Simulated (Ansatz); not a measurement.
Al₂P₂⁻. Total charge -1; doublet. Geometry B3LYP-D4/def2-TZVPD.

```xyz
4

Al   -0.930    0.166    0.998
Al    0.930   -0.166   -0.998
P     1.217   -0.649    1.243
P    -1.217    0.649   -1.243
```

At HF/def2-TZVPD the charge -1 doublet is spin-contaminated (final ⟨S²⟩ up to 1.78, 0.75 for a pure state). Another isomer (doublet) lies 0.24 eV lower at PBE0-D4/def2-TZVPD; other spin states weren't run for this one.

**Question.** Estimate the α-spin orbital energies around the gap (eV) in Ansatz with HF/def2-TZVPD, PBE-D4/def2-TZVPD, r2SCAN-D4/def2-TZVPD, PBE0-D4/def2-TZVPD.

**Answer.** 
```json
{"orbital": "HOMO−5", "HF/def2-TZVPD": "-7.37", "PBE-D4/def2-TZVPD": "-3.77", "r2SCAN-D4/def2-TZVPD": "-4.04", "PBE0-D4/def2-TZVPD": "-4.98"}
{"orbital": "HOMO−4", "HF/def2-TZVPD": "-5.65", "PBE-D4/def2-TZVPD": "-2.10", "r2SCAN-D4/def2-TZVPD": "-2.45", "PBE0-D4/def2-TZVPD": "-3.19"}
{"orbital": "HOMO−3", "HF/def2-TZVPD": "-5.17", "PBE-D4/def2-TZVPD": "-2.07", "r2SCAN-D4/def2-TZVPD": "-2.34", "PBE0-D4/def2-TZVPD": "-2.99"}
{"orbital": "HOMO−2", "HF/def2-TZVPD": "-4.51", "PBE-D4/def2-TZVPD": "-1.09", "r2SCAN-D4/def2-TZVPD": "-1.41", "PBE0-D4/def2-TZVPD": "-2.09"}
{"orbital": "HOMO−1", "HF/def2-TZVPD": "-4.20", "PBE-D4/def2-TZVPD": "-1.04", "r2SCAN-D4/def2-TZVPD": "-1.33", "PBE0-D4/def2-TZVPD": "-2.08"}
{"orbital": "HOMO", "HF/def2-TZVPD": "-3.13", "PBE-D4/def2-TZVPD": "-0.41", "r2SCAN-D4/def2-TZVPD": "-0.52", "PBE0-D4/def2-TZVPD": "-1.04"}
{"orbital": "LUMO", "HF/def2-TZVPD": "4.10", "PBE-D4/def2-TZVPD": "1.08", "r2SCAN-D4/def2-TZVPD": "1.09", "PBE0-D4/def2-TZVPD": "1.60"}
{"orbital": "LUMO+1", "HF/def2-TZVPD": "4.76", "PBE-D4/def2-TZVPD": "2.10", "r2SCAN-D4/def2-TZVPD": "2.27", "PBE0-D4/def2-TZVPD": "2.75"}
{"orbital": "LUMO+2", "HF/def2-TZVPD": "4.94", "PBE-D4/def2-TZVPD": "2.78", "r2SCAN-D4/def2-TZVPD": "2.96", "PBE0-D4/def2-TZVPD": "3.45"}
{"orbital": "LUMO+3", "HF/def2-TZVPD": "5.37", "PBE-D4/def2-TZVPD": "3.05", "r2SCAN-D4/def2-TZVPD": "3.60", "PBE0-D4/def2-TZVPD": "3.49"}
{"orbital": "LUMO+4", "HF/def2-TZVPD": "5.65", "PBE-D4/def2-TZVPD": "3.18", "r2SCAN-D4/def2-TZVPD": "3.68", "PBE0-D4/def2-TZVPD": "3.64"}
{"orbital": "LUMO+5", "HF/def2-TZVPD": "5.86", "PBE-D4/def2-TZVPD": "3.20", "r2SCAN-D4/def2-TZVPD": "3.75", "PBE0-D4/def2-TZVPD": "3.70"}
{"orbital": "β HOMO", "HF/def2-TZVPD": "-2.90", "PBE-D4/def2-TZVPD": "-0.42", "r2SCAN-D4/def2-TZVPD": "-0.54", "PBE0-D4/def2-TZVPD": "-1.07"}
{"orbital": "β LUMO", "HF/def2-TZVPD": "3.97", "PBE-D4/def2-TZVPD": "-0.19", "r2SCAN-D4/def2-TZVPD": "-0.04", "PBE0-D4/def2-TZVPD": "0.54"}
```
